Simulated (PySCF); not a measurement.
Computed shifts of a molecule C3H5ClOSi, PBE/pcSseg-1 in PySCF, GIAO, gas phase, atoms alike by connectivity averaged where their shifts nearly agree, in ppm (number of nuclei): ²⁹Si: 18.9 (1). ¹³C: 175.1 (1), 95.6 (1), 68.7 (1). ¹H: 7.49 (1), 6.34 (1), 5.26 (1), 4.22 (2). References: ³⁵Cl against HCl (σ = 936.5 ppm); ²⁹Si against TMS (σ = 335.4 ppm); ¹³C against TMS (σ = 182.0 ppm); ¹⁷O against H2O (σ = 334.3 ppm); ¹H against TMS (σ = 31.49 ppm), references at their B3LYP-D3(BJ)/def2-TZVP geometries, non-relativistic (without spin–orbit terms, shifts of atoms bonded to Cl or Br come out too high). The structure is a stationary point at B3LYP-D3(BJ)/def2-SVP. The values are those of a single conformer.

Pick the molecule that these values belong to.
(A) Cl[Si@@H]1C=COC1
(B) Cl[SiH2]C1=COC1
(C) Cl[SiH2]C1=CCO1
(D) [SiH3]OC=C=CCl

A, Cl[Si@@H]1C=COC1
